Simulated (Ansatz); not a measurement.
Geometry optimisation, Ansatz, RKS PBE/def2-SVP.

The input (input.yaml):

```yaml
crystal:
  periodic: [false, false, false]
  atoms:
    - { symbol: Ta, position_ang: [0.0, 0.0, 0.0] }
    - { symbol: Cl, position_ang: [2.82, 0.0, 0.0] }
    - { symbol: Cl, position_ang: [0.0, 0.0, 2.47] }
    - { symbol: Cl, position_ang: [0.0, 0.0, -2.47] }
    - { symbol: Cl, position_ang: [-1.235, 2.139, 0.0] }
    - { symbol: Cl, position_ang: [-1.235, -2.139, 0.0] }
    - { symbol: O, position_ang: [0.7315, -1.8635, 1.1725] }
    - { symbol: Al, position_ang: [0.0236, -3.4918, 1.0465] }
    - { symbol: H, position_ang: [0.7561, -4.5995, 0.228] }
    - { symbol: H, position_ang: [-1.3292, -3.8111, 1.7545] }
    - { symbol: H, position_ang: [1.9721, -1.3075, 0.8227] }
basis:
  gaussian: { orbitals: def2-SVP }
hamiltonian:
  xc: pbe
relax:
  f_tol: 0.15
  max_steps: 25
  restrain:
    - { distance: [0, 6], at: 2.02, k: 30.0 }
    - { distance: [10, 1], at: 1.37, k: 30.0 }
    - { distance: [0, 1], at: 3.67, k: 30.0 }
    - { distance: [10, 6], at: 2.21, k: 30.0 }
```

Launched with:

```bash
$ ansatz run input.yaml --threads 4 --pin off --max-ram 5120MiB --backend cpu --events-out ev --progress --plain --runs-dir out
```

Problem. Where does it end, and by what steps?

Solution. It converged. The restraints hold the end off the free minimum. After 16 steps the energy has fallen by 4.876 eV (the restraints' own energy left out); Cl5 moved furthest, 1.45 Å. Parted: Ta1–Cl2 (2.82 → 3.68 Å). Joined: Cl2–H11 (1.76 → 1.34 Å).

```tsv
step	energy less start (eV)	largest force component (eV/Å)	accepted
0	0.0000	6.210	yes
1	0.2820	4.741	yes
2	-0.0530	5.143	yes
3	-1.4816	3.866	yes
4	-2.7691	2.073	yes
5	-3.5374	1.558	yes
6	-3.9384	1.540	yes
7	-4.2078	1.211	yes
8	-4.3613	1.084	yes
9	-4.4957	1.312	yes
10	-4.5961	1.732	yes
11	-4.7170	1.939	yes
12	-4.8213	2.182	yes
13	-4.8491	2.001	yes
14	-4.8846	1.623	yes
15	-4.8478	1.794	yes
16	-4.8756	1.797	yes
```

```xyz
11
Properties=species:S:1:pos:R:3
Ta -0.267 -0.247 0.164
Cl 3.382 -0.140 0.620
Cl 0.321 1.041 1.961
Cl 0.812 0.243 -1.781
Cl -2.161 1.057 -0.285
Cl -2.074 -2.008 0.075
O 0.636 -1.889 0.708
Al -0.288 -3.469 0.806
H 0.031 -4.458 -0.400
H -0.639 -3.907 2.297
H 2.751 -1.296 0.859
```

Time of the run: 69 s on 4 threads of Arm Neoverse V2, on a shared host, peak memory 0.33 GiB.
